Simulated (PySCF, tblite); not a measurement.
Species: C4H9NO2Si2.
Structure used (GFN2-xTB), in Å, numbered top down from 1:
```
atom  x, y, z in Å
C1    -2.0917   -0.3163   -1.4952
C2    -1.5061   -0.8454   -0.4304
Si3   -0.5479    0.1255    0.8810
O4    -1.0130    1.6905    0.9577
C5    -1.1802   -0.4846    2.5794
O6    -1.0163   -1.6059    2.9924
Si7    1.7402   -0.1373    0.6512
N8     2.0481    0.7458   -0.7898
C9     2.4081    0.4817   -1.9568
H10   -2.0876    0.7471   -1.6752
H11   -2.6121   -0.9119   -2.2297
H12   -1.5455   -1.9211   -0.3054
H13   -0.7534    2.3296    0.2997
H14   -1.7139    0.2546    3.2127
H15    2.1699   -1.5427    0.6948
H16    2.5437    0.6290    1.6087
H17    2.6874   -0.5127   -2.3132
H18    2.4617    1.2805   -2.6936
```

The calculation used PBE0/pcSseg-1 in PySCF (dipole) on a GFN2-xTB geometry, gas phase.

Masses are those of the commonest isotopes; rigid-rotor values at the optimised geometry. The values belong to one conformer with, in the numbering `[CH2:1]=[CH:2][Si@@:3]([OH:4])([CH:5]=[O:6])[SiH2:7][N:8]=[CH2:9]`, C1–C2–Si3–O4 24°, C2–Si3–O4–H -75°, C2–Si3–C5–O6 66°, C2–Si3–Si7–N8 71°, Si3–Si7–N8–C9 -112°.

What are A, B and C (GHz)?

Ia = 355.65, Ib = 619.35, Ic = 769.19 u·Å²; 505379 MHz·u·Å²/I gives 1421, 816.0 and 657.0 MHz, that is A = 1.4210, B = 0.8160, C = 0.6570 GHz.

What kind of rotor is it?

An asymmetric top: κ = (2 × 816.0 − 1421 − 657.0)/(1421 − 657.0) = -0.58.

What does the inertial defect say?

Not planar: Δ = Ic − Ia − Ib = -205.81 u·Å². For a rigid frame Δ = −2 Σ m c², so Σ m c² = 102.90 u·Å² lies off the ab plane: 16.99 from hydrogen and 85.91 from heavier atoms. The atom farthest from that plane is 2.29 Å away.

Predict some low-J microwave lines.

The dipole components are |μa| = 3.17 D, |μb| = 2.42 D, |μc| = 0.35 D. The squared components, which scale the intensities, stand as 1.00 : 0.58 : 0.01 (a : b : c). Some lines, for components of 0.1 D or more:

| type | branch | J(Ka,Kc) | MHz | lower level (cm⁻¹) |
| --- | --- | --- | --- | --- |
| b | Q | 2(1,1) ← 2(0,2) | 950 | 0.146 |
| b | Q | 4(2,3) ← 4(1,4) | 2890 | 0.486 |
| a | R | 2(0,2) ← 1(0,1) | 2919 | 0.049 |
| a | R | 2(1,1) ← 1(1,0) | 3105 | 0.075 |
| c | R | 2(1,1) ← 1(0,1) | 3869 | 0.049 |
| a | R | 3(1,3) ← 2(1,2) | 4165 | 0.162 |
| a | R | 3(0,3) ← 2(0,2) | 4314 | 0.146 |
| a | R | 3(2,2) ← 2(2,1) | 4419 | 0.239 |
| b | R | 5(2,3) ← 4(3,2) | 4564 | 0.699 |
| a | R | 3(1,2) ← 2(1,1) | 4639 | 0.178 |
| a | R | 4(2,2) ← 3(2,1) | 6106 | 0.391 |
| b | R | 5(1,4) ← 4(2,3) | 6289 | 0.582 |
| c | R | 3(2,2) ← 2(1,2) | 6711 | 0.162 |
| a | R | 5(3,3) ← 4(3,2) | 7432 | 0.699 |
| b | R | 5(2,4) ← 4(1,3) | 8625 | 0.538 |
| c | R | 5(1,4) ← 4(0,4) | 9374 | 0.479 |
| c | R | 5(2,4) ← 4(1,4) | 10194 | 0.486 |
| c | R | 4(4,0) ← 3(3,0) | 10686 | 0.501 |
| b | R | 5(4,2) ← 4(3,1) | 12155 | 0.700 |
| c | R | 5(4,2) ← 4(3,2) | 12176 | 0.699 |
| b | R | 5(4,1) ← 4(3,2) | 12178 | 0.699 |

Estimate the classical rotational partition function at 100 K, 200 K and 298.15 K.

Point group C1, symmetry number σ = 1; q = (√π/σ)·√((kT/h)³/(ABC)), k/h = 20836.6 MHz/K: 193000 at 100 K, 546000 at 200 K, 994000 at 298.15 K.

Its GFN2-xTB frequencies are all real (lowest 19 cm⁻¹). These are rigid-rotor constants of the computed structure; measured ground-state constants (B0) also hold zero-point vibration. Quadrupole hyperfine structure (14N) is left out.
